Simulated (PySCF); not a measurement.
PySCF input file for GaH3, SMILES [GaH3], TDDFT-B3LYP/def2-TZVPD. Geometry optimised at PBE0-D3(BJ)/def2-TZVPD. The isomer is the one that the SMILES or the coordinates give; other isomers of the formula were not compared.

```python
import numpy as np
from pyscf import gto, scf, dft, tdscf

mol = gto.M(
    atom='''
    Ga    0.00000000    0.00000000    0.00000000
    H     1.56860413    0.00000000    0.00000000
    H    -0.78430207    1.35845103    0.00000000
    H    -0.78430206   -1.35845103    0.00000000
    ''',
    basis='def2-TZVPD',
    charge=0,
    spin=0,
    symmetry=True,
    max_memory=1600,
    verbose=4,
)
mf = dft.RKS(mol, xc='b3lyp').density_fit(auxbasis='def2-universal-jkfit')
mf.grids.level = 3
mf.conv_tol = 1e-9
mf.max_cycle = 100
mf.kernel()
mf.grids = dft.Grids(mol).set(level=1).build(with_non0tab=True)  # coarser grid for the response kernel
td = tdscf.TDDFT(mf)
td.singlet = True
td.nstates = 10
td.conv_tol = 1e-4
td.positive_eig_threshold = 1e-6
td.kernel(x0=td.get_init_guess(mf, 15))
td.analyze()
tt = tdscf.TDA(mf)
tt.singlet = False
tt.nstates = 4
tt.conv_tol = 1e-4
tt.positive_eig_threshold = 1e-6
tt.kernel(x0=tt.get_init_guess(mf, 9))
tt.analyze(verbose=3)
```

Output:

```
PySCF version 2.14.0

[INPUT] verbose = 4
[INPUT] num. atoms = 4
[INPUT] num. electrons = 34
[INPUT] charge = 0
[INPUT] spin (= nelec alpha-beta = 2S) = 0
[INPUT] symmetry True subgroup None
[INPUT] Mole.unit = angstrom
[INPUT] Symbol           X                Y                Z      unit          X                Y                Z       unit  Magmom
[INPUT]  1 Ga     0.000000000000   0.000000000000   0.000000000000 AA    0.000000000000   0.000000000000   0.000000000000 Bohr   0.0
[INPUT]  2 H      1.568604130000   0.000000000000   0.000000000000 AA    2.964232203562   0.000000000000   0.000000000000 Bohr   0.0
[INPUT]  3 H     -0.784302070000   1.358451030000   0.000000000000 AA   -1.482116111229   2.567100400333   0.000000000000 Bohr   0.0
[INPUT]  4 H     -0.784302060000  -1.358451030000   0.000000000000 AA   -1.482116092332  -2.567100400333   0.000000000000 Bohr   0.0

nuclear repulsion = 31.9583771209082
point group symmetry = D3h, use subgroup C2v
symmetry origin: [6.53072367e-18 0.00000000e+00 0.00000000e+00]
symmetry axis x: [0. 1. 0.]
symmetry axis y: [0. 0. 1.]
symmetry axis z: [1. 0. 0.]
num. orbitals of irrep A1 = 36
num. orbitals of irrep A2 = 8
num. orbitals of irrep B1 = 21
num. orbitals of irrep B2 = 16
number of shells = 33
number of NR pGTOs = 139
number of NR cGTOs = 81
basis = def2-TZVPD
ecp = {}


[settings echo left out]
init E= -1926.00801580326
HOMO (A1) = -0.315943024446905  LUMO (B2) = -0.0867768090522887  gap/eV = 6.23593
cycle= 1 E= -1926.63097487288  delta_E= -0.623  |g|= 0.77  |ddm|= 1.38
HOMO (B1) = -0.314826292964071  LUMO (B2) = -0.097138576280825  gap/eV = 5.92358
cycle= 2 E= -1926.594771137  delta_E= 0.0362  |g|= 1.05  |ddm|= 0.87
HOMO (B1) = -0.304162519029131  LUMO (B2) = -0.0772723593107436  gap/eV = 6.17400
cycle= 3 E= -1926.67810092837  delta_E= -0.0833  |g|= 0.0122  |ddm|= 0.497
HOMO (A1) = -0.309135838211583  LUMO (B2) = -0.077714968459996  gap/eV = 6.29728
cycle= 4 E= -1926.67815707897  delta_E= -5.62e-05  |g|= 0.00353  |ddm|= 0.0184
HOMO (B1) = -0.309100526073339  LUMO (B2) = -0.0781542324644486  gap/eV = 6.28437
cycle= 5 E= -1926.6781601314  delta_E= -3.05e-06  |g|= 0.000711  |ddm|= 0.00482
HOMO (B1) = -0.308936264790474  LUMO (B2) = -0.0780183721410834  gap/eV = 6.28360
cycle= 6 E= -1926.67816022677  delta_E= -9.54e-08  |g|= 1.83e-05  |ddm|= 0.000823
HOMO (B1) = -0.308938651891335  LUMO (B2) = -0.0780202328042336  gap/eV = 6.28361
cycle= 7 E= -1926.67816022685  delta_E= -7.37e-11  |g|= 1.45e-06  |ddm|= 7.44e-05
HOMO (B1) = -0.30893875230418  LUMO (B2) = -0.0780204461228795  gap/eV = 6.28361
Extra cycle  E= -1926.67816022685  delta_E= -1.82e-12  |g|= 1.38e-06  |ddm|= 3.01e-06
converged SCF energy = -1926.67816022685
tot grids = 14832
Overwritten attributes  positive_eig_threshold  of <class 'pyscf.tdscf.rks.TDDFT'>


******** <class 'pyscf.tdscf.rks.TDDFT'> for <class 'pyscf.df.df_jk.DFSymAdaptedRKS'> ********
nstates = 10 singlet
deg_eia_thresh = 1.000e-03
wfnsym = None
conv_tol = 0.0001
eigh lindep = 1e-12
eigh level_shift = 0
eigh max_cycle = 100


Excitation energies (eV)
[5.09366172 5.09367364 7.71386422 7.7138868  8.45415681 8.51271505
 8.51275479 8.76003185 9.26233428 9.26238635]

** Singlet excitation energies and oscillator strengths **
Excited State   1:   B2      5.09366 eV    243.41 nm  f=0.0000
      16 -> 18        0.70702
Excited State   2:   A2      5.09367 eV    243.41 nm  f=0.0000
      17 -> 18        0.70702
Excited State   3:   B1      7.71386 eV    160.73 nm  f=0.1949
      17 -> 19       -0.69419
Excited State   4:   A1      7.71389 eV    160.73 nm  f=0.1949
      16 -> 19       -0.69419
Excited State   5:   B1      8.45416 eV    146.65 nm  f=0.0000
      16 -> 21        0.49923
      17 -> 22        0.49845
Excited State   6:   B1      8.51272 eV    145.65 nm  f=0.0048
      16 -> 21        0.24569
      17 -> 20       -0.61049
      17 -> 22       -0.24739
Excited State   7:   A1      8.51275 eV    145.65 nm  f=0.0048
      16 -> 20       -0.61045
      16 -> 22        0.24656
      17 -> 21        0.24663
Excited State   8:   A1      8.76003 eV    141.53 nm  f=0.0000
      16 -> 22       -0.49810
      17 -> 21        0.49785
Excited State   9:   A1      9.26233 eV    133.86 nm  f=0.6458
      16 -> 19       -0.10155
      16 -> 20        0.31346
      16 -> 22        0.41833
      16 -> 27       -0.12371
      17 -> 21        0.41860
Excited State  10:   B1      9.26239 eV    133.86 nm  f=0.6459
      16 -> 21       -0.41853
      17 -> 19        0.10155
      17 -> 20       -0.31337
      17 -> 22        0.41845
      17 -> 27        0.12372

** Transition electric dipole moments (AU) **
state          X           Y           Z        Dip. S.      Osc.
  1        -0.0000     -0.0000      0.0000      0.0000      0.0000
  2        -0.0000      0.0000     -0.0000      0.0000      0.0000
  3        -0.0000      1.0154     -0.0000      1.0311      0.1949
  4         1.0154     -0.0000     -0.0000      1.0311      0.1949
  5         0.0000      0.0001      0.0000      0.0000      0.0000
  6        -0.0000      0.1523     -0.0000      0.0232      0.0048
  7         0.1525     -0.0000      0.0000      0.0233      0.0048
  8        -0.0004      0.0000     -0.0000      0.0000      0.0000
  9         1.6870      0.0000     -0.0000      2.8461      0.6458
 10        -0.0000     -1.6871     -0.0000      2.8464      0.6459

** Transition velocity dipole moments (imaginary part, AU) **
state          X           Y           Z        Dip. S.      Osc.
  1         0.0000      0.0000      0.0000      0.0000      0.0000
  2         0.0000     -0.0000      0.0000      0.0000      0.0000
  3         0.0000      0.2900     -0.0000      0.0841      0.1978
  4         0.2900     -0.0000      0.0000      0.0841      0.1978
  5         0.0000      0.0000      0.0000      0.0000      0.0000
  6         0.0000      0.0483      0.0000      0.0023      0.0050
  7         0.0484      0.0000     -0.0000      0.0023      0.0050
  8        -0.0001      0.0000     -0.0000      0.0000      0.0000
  9         0.5725     -0.0000      0.0000      0.3278      0.6420
 10         0.0000     -0.5726      0.0000      0.3278      0.6421

** Transition magnetic dipole moments (imaginary part, AU) **
state          X           Y           Z
  1        -0.0000      1.2912     -0.0000
  2        -1.2912     -0.0000     -0.0000
  3        -0.0000     -0.0000     -0.0001
  4         0.0000     -0.0000      0.0000
  5         0.0000     -0.0000     -1.6384
  6        -0.0000     -0.0000      0.0028
  7         0.0000     -0.0000      0.0000
  8        -0.0000     -0.0000      0.0000
  9        -0.0000      0.0000     -0.0000
 10        -0.0000     -0.0000      0.0002
Overwritten attributes  positive_eig_threshold  of <class 'pyscf.tdscf.rks.TDA'>


******** <class 'pyscf.tdscf.rks.TDA'> for <class 'pyscf.df.df_jk.DFSymAdaptedRKS'> ********
nstates = 4 triplet
deg_eia_thresh = 1.000e-03
wfnsym = None
conv_tol = 0.0001
eigh lindep = 1e-12
eigh level_shift = 0
eigh max_cycle = 100


Excitation energies (eV)
[4.64055232 4.64055702 6.90803338 6.90803589]

** Triplet excitation energies and oscillator strengths **
Excited State   1:   B2      4.64055 eV    267.18 nm  f=0.0000
Excited State   2:   A2      4.64056 eV    267.18 nm  f=0.0000
Excited State   3:   A1      6.90803 eV    179.48 nm  f=0.0000
Excited State   4:   B1      6.90804 eV    179.48 nm  f=0.0000
```

Self-consistency was reached.

Cost: around 7 core-seconds (rough).
